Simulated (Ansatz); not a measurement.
`C[SiH2][GeH3]` + `O=CO` → `O=C[O][GeH3]` + `C[SiH3]` at 400 K and 1 bar (cleavage of the Ge–Si bond).

Isolated molecules relaxed with PBE0-D4/def2-TZVP in Ansatz; ΔE leaves out vibrations. CCSD(T)/CBS adds triple-zeta CCSD(T) − MP2 to the extrapolated MP2 energy (def2 sets, frozen cores). This one scheme is used for every species. For Ge outer-core shells are correlated without core-valence functions, which leaves a few kJ/mol of doubt a bond. Scalar relativity is left out up to krypton. One conformer a species, not always the lowest.

| species | CCSD(T)/CBS energy (Eh) | H − E (kJ/mol) | S (J/(mol·K)) |
| --- | --- | --- | --- |
| `C[SiH2][GeH3]` | -2408.05773 | 234.1 | 375.6 |
| `O=CO` | -189.60296 | 105.1 | 262.3 |
| `O=C[O][GeH3]` | -2266.92775 | 150.8 | 339.1 |
| `C[SiH3]` | -330.73916 | 180.9 | 277.1 |

H − E and S are ideal-gas, rigid-rotor, harmonic terms from PBE0-D4/def2-TZVP, for one conformer and one mirror image of each species. 1 Eh = 2625.50 kJ/mol, R = 8.31446 J/(mol·K).

Task: By hand: ΔE, ΔH, ΔS and ΔG.

Result: ΔE = (-2266.92775) + (-330.73916) − (-2408.05773) − (-189.60296) = -0.00622 Eh = -16.3 kJ/mol. Δ(H − E) = 150.8 + 180.9 − 234.1 − 105.1 = -7.5, so ΔH = -23.8 kJ/mol. ΔS = 339.1 + 277.1 − 375.6 − 262.3 = -21.7 J/(mol·K). ΔG = -23.8 − 400 × (-21.7)/1000 = -15.1 kJ/mol.

Task: By hand: the equilibrium constant, and the temperature at which ΔG would vanish if ΔH and ΔS stayed fixed.

Result: log₁₀ K = −ΔG/(RT ln 10) = 2.0. ΔG = 0 at ΔH/ΔS = 1097 K.

TΔS isn't small against ΔH here. A doubt of 5 kJ/mol in ΔE shifts log₁₀ K by 0.7 here. Other conformers and mirror images would add mixing entropy, several J/(mol·K) or more a flexible species. These are equilibria of isolated gas molecules and say nothing of rates. Largest T1 diagnostic: 0.016 (customary marks: 0.02 for closed shells, 0.045 for open ones).
